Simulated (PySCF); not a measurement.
Two structures of GeH$_{5}$O$_{2}$F, singlet, reached by relaxing down either side of one saddle point (PBE0-D4/def2-TZVP). Energies are electronic, without zero-point energy. PySCF 2.14 with density fitting (its default auxiliary sets; JK sets also for MP2 and CCSD(T)); basis: def2-TZVPP and def2-QZVPP; cores frozen in the correlated methods. Filled d shells of the heavier atoms are correlated. The def2 sets are not built for correlating such inner shells, so the correlated values are less sure here. Extrapolation: Hartree–Fock as exp(−7.88 √X), correlation as X^−2.97. First:

Ge1  (-0.553, -1.345, -0.273)
F2  (0.786, -0.814, 0.742)
H3  (-0.676, -2.841, 0.045)
H4  (-1.775, -0.542, 0.166)
H5  (-0.119, -1.095, -1.719)
H6  (0.922, 1.035, 0.926)
O7  (0.697, 1.948, 0.681)
O8  (0.024, 1.722, -0.555)
H9  (0.673, 2.049, -1.190)
(Å)

Second:

| atom | x (Å) | y (Å) | z (Å) |
| --- | --- | --- | --- |
| Ge1 | -1.1838 | -0.1973 | -0.3079 |
| F2 | 1.6027 | -1.2268 | 1.8351 |
| H3 | -0.8818 | -1.4391 | -1.1477 |
| H4 | -1.8950 | -0.4998 | 1.0119 |
| H5 | -1.8506 | 0.9172 | -1.1207 |
| H6 | 1.2604 | -0.5653 | 1.2572 |
| O7 | 0.4147 | 0.4764 | 0.2731 |
| O8 | 1.1810 | 0.7183 | -0.9163 |
| H9 | 1.3927 | 1.6542 | -0.8065 |

**Question.** Which bonds change from the first to the second?

**Answer.** GeH₃F ([F][GeH3]) + H₂O₂ ([OH][OH]) → GeH₄O₂ ([OH][O][GeH3]) + HF; bonds formed: Ge1–O7, F2–H6; bonds broken: Ge1–F2, H6–O7.

**Question.** Give the saddle point's structure and its height above each. (An estimate is asked for; the value comes from the calculation.)

**Answer.** By the calculation: 29.55 kcal/mol above the first and 24.83 kcal/mol above the second (CCSD(T) at an estimated basis limit (MP2 extrapolated from triple and quadruple zeta, plus CCSD(T) − MP2 in triple zeta)).
| atom | x (Å) | y (Å) | z (Å) |
| --- | --- | --- | --- |
| Ge1 | -0.8876 | -0.5689 | 0.2005 |
| F2 | 0.8564 | -1.1261 | 1.1755 |
| H3 | -0.7310 | -1.8935 | -0.5490 |
| H4 | -1.5789 | -0.5517 | 1.5634 |
| H5 | -1.6542 | 0.3922 | -0.7504 |
| H6 | 1.1617 | -0.0020 | 0.6291 |
| O7 | 0.6323 | 0.8193 | 0.1533 |
| O8 | 1.1085 | 0.9841 | -1.1737 |
| H9 | 1.0926 | 1.9466 | -1.2489 |

The T1 diagnostic stays at or below 0.014.

Labels in which every atom is bracketed show which atoms are joined, not bond orders.

For scale, one of the runs: CCSD(T)/def2-TZVPP, 211 basis functions, launched by `OMP_NUM_THREADS=4 python run.py`. Time: 19 min of wall clock on 4 CPU threads of an Arm Neoverse V1; the host was shared. Peak host memory: 4.2 GiB.
